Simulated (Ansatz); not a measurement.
Computed with Ansatz on PBE0-D4/def2-TZVP structures; ΔE is electronic, products minus reactants. CCSD(T)/CBS adds triple-zeta CCSD(T) − MP2 to the extrapolated MP2 energy (def2 sets, frozen cores). For Ge outer-core shells are correlated without core-valence functions, which leaves a few kJ/mol of doubt a bond. Scalar relativity is left out up to krypton. One conformer a species, not always the lowest.

`BN(C)[SiH2]Cl` + `S[S][GeH3]` → `SS[SiH2]Cl` + `B[N](C)[GeH3]`  (redistribution)

```tsv
level	ΔE (kcal/mol)
HF/def2-QZVPP	10.9
MP2/CBS(def2)	7.6
```

Q: What does CCSD(T)/CBS give? (Best estimate.)

A: The calculation gave: +7.9 kcal/mol. The listed levels differ from it by 3.0, -0.3 kcal/mol.

Largest T1 diagnostic among the species: 0.013.

In def2-TZVPP, CCSD(T) changes the Hartree–Fock value by −2.9 kcal/mol (the triples alone add −0.4 kcal/mol) and MP2 by −3.2 kcal/mol. Leaving LDA and LC-ωPBE aside and taking each functional with its dispersion term where it has one, the values, not all of them listed here, spread over 2.3 kcal/mol, from revPBE-D4 to BHLYP-D4.
